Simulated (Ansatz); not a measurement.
Four-centre ligand exchange

Start structure (GaH$_{5}$SO$_{2}$, singlet), relaxed at PBE0-D4/def2-TZVP:

| atom | x (Å) | y (Å) | z (Å) |
| --- | --- | --- | --- |
| Ga1 | 0.1822 | -0.3220 | -0.4999 |
| S2 | 0.8849 | 1.3901 | -1.6626 |
| O3 | 1.2124 | -1.2713 | 0.6000 |
| O4 | -1.5044 | -0.8491 | -0.6771 |
| H5 | -0.6469 | 1.3236 | 1.8408 |
| H6 | -0.2236 | 0.7805 | 2.1336 |
| H7 | -0.3187 | 1.5466 | -2.2409 |
| H8 | 2.1271 | -0.9855 | 0.6398 |
| H9 | -1.7127 | -1.6130 | -0.1336 |

The step: GaH₃SO₂ ([OH][Ga]([OH])[SH]) + H₂ → GaH₃O₂ ([OH][GaH][OH]) + H₂S (still joined by a long Ga–S bond); bonds formed: Ga1–H6, S2–H5; bonds broken: H5–H6; bonds weakened to dative contacts: Ga1–S2. Computed with Ansatz 0.2.0 (basis: def2-TZVPP and def2-QZVPP); correlated methods freeze the cores. Filled d shells of the heavier atoms are correlated. The def2 sets are not built for correlating such inner shells, so the correlated values are less sure here. Extrapolation: Hartree–Fock as exp(−7.88 √X), correlation as X^−2.97. Energies below are by CCSD(T) at an estimated basis limit (MP2 extrapolated from triple and quadruple zeta, plus CCSD(T) − MP2 in triple zeta).

Q: What are the electronic barrier and the energy of the step, from the start structure to the end structure? (An estimate is asked for; the value comes from the calculation.)

A: Computed: Barrier 1.585 eV; step energy 0.350 eV (uphill); reverse barrier, their difference, 1.235 eV. Barrier and step energy count from the start structure, the reverse barrier from the end structure.

The saddle point: One imaginary mode of 1182i cm⁻¹.
```
  pair  start (Å)  saddle (Å)  end (Å)
Ga1–H6       2.88        1.74     1.55
 S2–H5       3.82        1.65     1.35
Ga1–S2       2.19        2.42     2.68
 H5–H6       0.75        1.11     3.81
```

Zero-point energy (harmonic, PBE0-D4): ZPE is 1.319 eV at the start and 1.323 eV at the saddle, so the barrier goes from 1.585 to 1.589 eV.

The T1 diagnostic stays at or below 0.015.

Labels in which every atom is bracketed show which atoms are joined, not bond orders.

For scale, one of the runs: CCSD(T)/def2-TZVPP, 222 basis functions, launched by `ansatz run in.yaml --threads 4 --pin off --events-out ev --progress --plain --max-ram 9574MiB`. Hardware: 4 CPU threads of an Arm Neoverse V2, shared host. Wall time 91 s; peak host memory 3.5 GiB.
